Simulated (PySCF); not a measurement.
Al(Me)2(F) (C₂H₆AlF), SMILES [CH3][Al]([F])[CH3].

Geometry: B3LYP-D3(BJ)/def2-SVP. The isomer is the one that the SMILES or the coordinates give; other isomers of the formula were not compared.

The numbers are results of C-PCM-ωB97X/def2-SVP (PySCF), not measurements.

The values are the electrostatic part of the solvation free energy, E(continuum) − E(gas) at the gas-phase geometry, in a cavity of scaled van der Waals radii (PySCF's table); cavitation and dispersion terms are not included. A continuum can't describe solvent molecules that bind to the metal. In vacuum the orbital gap is 12.09 eV. The dipole moment in vacuum is 1.87 D.

Computed values in water (ε = 78.36), chlorobenzene (ε = 5.70), toluene (ε = 2.37):
```
solvent            ε  ΔG(elec) (kcal/mol)  dipole (D)  gap (eV)
-------------  -----  -------------------  ----------  --------
water          78.36                 -5.6        2.13     12.36
chlorobenzene   5.70                 -4.6        2.08     12.31
toluene         2.37                 -3.2        2.01     12.24
```
